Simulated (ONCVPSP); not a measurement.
Before and after: ONCV potential for nickel (Ni)

```
Element                 : nickel
Generator               : ONCVPSP 4.0.1
Type                    : optimised norm-conserving Vanderbilt (ONCV)
Functional              : PBE
Relativity              : scalar-relativistic
Frozen core             : [Ne]
Valence charge          : 18
Reference configuration : 3s2 3p6 3d8 4s0.5 (charge +1.5)
Partial waves           : 3s+4s: rc 1.45 bohr, ncon 5, nbas 9, qcut 6.7 1/bohr, 2 projectors; 3p: rc 0.95 bohr, ncon 4, nbas 9, qcut 17.8 1/bohr, 3 projectors, debl 1.9 Ha; 3d: rc 1.20 bohr, ncon 5, nbas 9, qcut 13.7 1/bohr, 2 projectors, debl 1.4 Ha
Local potential         : polynomial inside 0.95 bohr (lpopt 5, dvloc0 0 Ha)
Core correction         : polynomial model core, fcfact 0.3
```

In the p channel the program set the typed energies aside and used -3.147, 0.250, 2.150 Ha.

Change: s: qcut 8.3; p: qcut 22.1; d: qcut 17.

Cutoffs: the cutoffs (Ha) at which the residual kinetic energy of the hardest occupied pseudo-wave falls to 1 and 0.1 mHa per electron; they do not see the model core or the augmentation charge, which bear on the density cutoff. Errors are all-electron minus pseudo energies relative to the spin-unpolarised reference configuration.

What does the change do?

The potential gets harder (76 Ha and 97 Ha → 142 Ha and 167 Ha); a bound ghost appears in p, which as a rule spoils a file; the errors of the 4 common tests hardly move.

| quantity | base | changed |
| --- | --- | --- |
| cutoff, loose | 76 Ha | 142 Ha |
| cutoff, tight | 97 Ha | 167 Ha |
| loose cutoff by channel | s 15 Ha, p 75 Ha, d 76 Ha | s 20 Ha, p 142 Ha, d 90 Ha |
| bound ghosts | none | p |
| GHOST(+) flags under 300 eV | none | none |
| error for 3s2 3p6 3d8 4s2, meV [ΔE -16.94 eV] | +2.6 | +2.6 |
| error for 3s2 3p6 3d8 4s1, meV [ΔE -7.62 eV] | +0.8 | +0.8 |
| error for 3s2 3p6 3d8 4s0, meV [ΔE 9.74 eV] | -0.8 | -0.7 |
| error for 3s2 3p6 3d8 4s1.5, meV [ΔE -13.22 eV] | +1.7 | +1.8 |
| s: phases at 1.47 bohr within 0.05 rad from the reference energy up to (Ha; the scan ends near 5) | to the end of the scan | to the end of the scan |
| p: phases at 0.97 bohr within 0.05 rad from the reference energy up to (Ha; the scan ends near 5) | to the end of the scan | to the end of the scan |
| d: phases at 1.22 bohr within 0.05 rad from the reference energy up to (Ha; the scan ends near 5) | to the end of the scan | to the end of the scan |
| rms error of d²Exc/dni dnj with the model core, mHa | 1.87 | 1.93 |

 A true bound ghost makes a file unfit for plane-wave use even where its test errors are small: the radial tests pick states by their node count and pass the ghost by.
